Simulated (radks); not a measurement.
Excited configurations of La: one electron is placed in a higher orbital outside [Xe] 5d2. The ground configuration is [Xe] 5d1 6s2. Calculated with a radial shooting solver on a logarithmic mesh with Libxc functionals: scalar-relativistic Kohn-Sham, PBE, spin-polarised, spherical densities, point nucleus; open shells are filled with parallel spins first (spin-orbit coupling, left out, can overturn this in heavy ions). Excitation = E - E(ground); binding = E(ion) - E, where the ion is the core of charge +1; n* = 1/sqrt(2 binding) in atomic units, and the quantum defect is n - n*.

outer orbital,excitation (eV),binding (eV),n*,eigenvalue (eV),<r> (bohr)
5f,4.605,0.979,3.728,-0.472,16.31
6s,-0.016,5.600,1.559,-3.492,4.495
6d,4.042,1.542,2.971,-0.793,11.47
6f,4.890,0.694,4.428,-0.404,27.53
7s,3.475,2.109,2.540,-1.312,10.62
7p,3.986,1.598,2.918,-0.972,13.32
7d,4.609,0.975,3.736,-0.576,21.04
7f,5.070,0.514,5.145,-0.325,40.92

The Delta-SCF ionisation energy is 5.584 eV (NIST Atomic Spectra Database: 5.577 eV, measured). Self-interaction in the functional shifts the binding energies and quantum defects, so they are the method's values and not measured ones. Open shells are spherical and high-spin; term and fine-structure splittings are not resolved. Spin-orbit splitting is averaged out at the scalar-relativistic level. A negative excitation energy means that this level of theory puts the configuration below the NIST ground configuration.
